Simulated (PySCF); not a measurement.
These are PBE-D3(BJ)/def2-TZVP // B3LYP-D3(BJ)/def2-TZVP in PySCF values and carry that method's errors. Gas-phase values, no solvent. 

Reference species (SMILES): `N#CC=S` (neutral, multiplicity 1).

* **LUMO**: -4.77 eV
* **HOMO**: -6.37 eV

Changed species: `C#CC#N` (X = ethynyl; the reference has X = thioformyl).

### Question
Predict the effect on the LUMO and HOMO.

### Answer
the LUMO rises by 2.18 eV, to -2.59 eV; the HOMO decreases by 1.48 eV, to -7.85 eV.
